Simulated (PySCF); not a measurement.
## RhO₂⁻, singlet: computed properties

Method: PySCF, PBE0, basis Rh def2-TZVPD with ECP28, O def2-TZVPD (scalar-relativistic core potentials, no spin–orbit coupling, density fitting).

The structure is a minimum.

```json
{
  "Point group": "C2v",
  "Bond lengths": "Rh–O 1.696 Å (×2)",
  "Bond angles": "O–Rh–O 158.5°",
  "Rotational constants": "6.905, 0.1898, 0.1847 cm⁻¹",
  "Principal quadrupole moments (Buckingham, traceless) about the centre of mass": "-10.90, 4.97, 5.93 D Å",
  "Enthalpy at 298.15 K above 0 K": "11.80 kJ/mol",
  "Entropy at 298.15 K and 1 bar": "265.5 J/(mol K)",
  "Highest occupied level": "-0.65 eV",
  "Zero-point energy": "12.2 kJ/mol",
  "Heat capacity Cp at 298.15 K": "45.0 J/(mol K)",
  "Rotational symmetry number": "2",
  "Dipole moment about the centre of mass": "0.18 D",
  "Principal polarisabilities": "57.8, 58.8, 75.9 bohr³",
  "Lowest empty level": "2.33 eV"
}
```

Harmonic modes (masses in u: Rh 102.906, O 15.995):
```
symmetry  ω (cm⁻¹)  IR (km/mol)     type
      a1       161          0.4     bend
      a1       911         23.2  stretch
      b2       960          376  stretch
```

In C2v the vibrations span 2a1 + b2. Here b1 is antisymmetric to the molecular plane and b2 lies in it.

Charges (e); Mulliken and Löwdin values are unreliable with diffuse functions:
| atom | Mulliken | Löwdin | polar tensor | Mayer order to Rh1 |
| --- | --- | --- | --- | --- |
| Rh1 | 0.39 | 0.64 | 0.38 | – |
| O2,3 | -0.69 | -0.82 | -0.69 | 1.37 |
Other Mayer orders above 0.3: O–O 0.34.

Mulliken populations on Rh1 (electrons outside its core potential): s 3.38, p 6.06, d 7.16, f 0.02.

Formally Rh is in oxidation state +3, d6, with 0 unpaired electrons (the high-spin count would be 4). The polar-tensor charge on Rh, 0.38, is far below the formal one.

Other isomers or separated fragments may lie lower. The lowest empty level of this anion is unbound, so it and the gap depend on the basis.

The final relaxation and frequency run took about 50 core-seconds on a shared host.
